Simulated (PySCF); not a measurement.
C2H3ClF2O2Si, SMILES [Si](F)(OC(C)=O)(F)Cl.

Coordinates come from a ωB97X-D3(BJ)/def2-SVP optimisation. Other conformers were not sampled.

Level of theory: PBE/def2-TZVP in PySCF.

Isolated molecule, no solvent.

Computed frontier levels, gap, dipole moment:
| Item | Value |
|---|---|
| highest occupied level | -7.05 eV |
| lowest empty level | -1.76 eV |
| orbital gap | 5.29 eV |
| dipole moment | 2.72 D |
| quadrupole, principal values (traceless, Buckingham form, about the centre of nuclear charge) | -11.09, -0.68, 11.77 D·Å |
